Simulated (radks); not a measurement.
Spherical quantum dot in the effective-mass picture: electrons in a hard-walled sphere of radius 3.25, all in effective atomic units (hartree* = m*/eps^2 hartree, bohr* = eps/m* bohr), one dielectric constant everywhere. Calculated with a radial shooting solver with Libxc functionals: non-relativistic Kohn-Sham, LDA (Slater exchange, Perdew-Wang correlation), spin-polarised, spherical densities. Levels are named by radial order and angular momentum (1s, 1p, 1d, 2s, ...), and open shells are averaged over m. Results are scaled to m* = 0.39 and eps = 6.2, for which hartree* = 276.1 meV and bohr* = 0.8413 nm.

N = 22, configuration 1s2 1p6 1d10 1f(up 4, down 0). This is the lowest configuration that the search found. Occupied and some empty levels:

| level | occupation | eigenvalue (meV) | <r> (nm) |
|---|---|---|---|
| 1s up | 1 | 2519.9 | 1.805 |
| 1s down | 1 | 2534.2 | 1.795 |
| 1p up | 3 | 2592.0 | 1.889 |
| 1p down | 3 | 2607.4 | 1.884 |
| 1d up | 5 | 2713.5 | 1.957 |
| 1d down | 5 | 2729.6 | 1.955 |
| 1f up | 4 | 2878.1 | 2.013 |
| 1f down | 0 | 2894.7 | 2.012 |
| 2s up | 0 | 2966.6 | 1.229 |
| 2s down | 0 | 2972.4 | 1.231 |
| 1g up | 0 | 3082.0 | 2.059 |
| 1g down | 0 | 3098.9 | 2.059 |
| 2p up | 0 | 3197.8 | 1.432 |
| 2p down | 0 | 3205.4 | 1.431 |
| 2d up | 0 | 3469.8 | 1.561 |
| 2d down | 0 | 3479.1 | 1.559 |

Energy (meV): total 33571.0, kinetic 9864.2, external 0, Hartree 26753, exchange-correlation -3046.0.
